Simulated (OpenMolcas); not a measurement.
# Mn+, Tc+, Re+: d⁵ s down the group

```
Program             : OpenMolcas 26.06
Method              : XMS-CASPT2, IPEA 0.25 Eh, imaginary shift 0.1 Eh
Basis               : ANO-RCC-VTZP
Scalar Hamiltonian  : DKH2, point nucleus
Spin-orbit coupling : state interaction with AMFI integrals over the reference wave functions, term energies averaged over their components
```

Active space for each ion: 6 electrons in 6 orbitals (d s); closed shells correlated by CASPT2: Mn+ 3s 3p; Tc+ 4s 4p; Re+ 5s 5p.

Computed levels in cm-1 above ⁷S₃:

```json
{"Level": "⁵S₂", "Mn+": "9440", "Tc+": "12660", "Re+": "18660"}
{"Level": "⁵G₄", "Mn+": "29670", "Tc+": "22190", "Re+": "21930"}
{"Level": "⁵G₅", "Mn+": "29670", "Tc+": "22260", "Re+": "22630"}
{"Level": "⁵G₃", "Mn+": "29670", "Tc+": "22110", "Re+": "20990"}
{"Level": "⁵G₂", "Mn+": "29670", "Tc+": "22050", "Re+": "20650"}
{"Level": "⁵G₆", "Mn+": "29670", "Tc+": "22300", "Re+": "22910"}
{"Level": "⁵P₁", "Mn+": "31720", "Tc+": "24440", "Re+": "24380"}
{"Level": "⁵D₄", "Mn+": "34800", "Tc+": "26590", "Re+": "15300"}
{"Level": "⁵D₀", "Mn+": "34800", "Tc+": "26730", "Re+": "14200"}
{"Level": "weight of ⁷S in the lowest level (%)", "Mn+": "100", "Tc+": "99", "Re+": "94"}
```

Mixed levels, with the weight of the term that names them: Re+ ⁵S₂ (70 %), Re+ ⁵G₃ (69 %), Re+ ⁵P₁ (56 %).

Measured, with the error of the calculation in %. Measured levels: Mn+, Re+ from NIST Handbook of Basic Atomic Spectroscopic Data.

```
Level           Mn+            Re+
  ⁵S₂   9473 (-0.3)   17224 (+8.3)
  ⁵G₄  27584 (+7.6)   20463 (+7.2)
  ⁵G₅  27571 (+7.6)   20976 (+7.9)
  ⁵G₃  27588 (+7.6)   19140 (+9.6)
  ⁵G₂  27589 (+7.6)   18846 (+9.6)
  ⁵G₆  27547 (+7.7)  20782 (+10.3)
```

Without spin-orbit coupling ⁵S lies 9430, 12710, 19080 cm-1 above ⁷S in that order; the difference to the level ⁵S₂, of either sign, comes from spin-orbit coupling, which also lowers the zero.

Term energies are means over components that CASPT2 splits; among the terms shown or strongly mixed into the levels shown the widest spread is 2000 cm-1 (4d⁵ 5s ⁵G, Tc+). Over all roots computed the reference weight is 0.87 to 0.93 in Re+; the roots of lowest weight are the least certain, and an intruder state may touch them. Terms from blocks run as CI alone lack orbitals of their own. No level of 3d⁶ was computed, though it lies in the active space (holds for Mn+). Configurations are named by rounded mean occupations; where the s occupation lies near a half they are strongly mixed, a name can repeat and a true partner stay unpaired (holds for Tc+). Computed and measured levels are paired by configuration, term and J; levels that our copy of the source lacks, or whose pairing is in doubt (as where it misses far off the trend of its configuration), stay unpaired and out of the deviations. Only configurations of the active space appear.
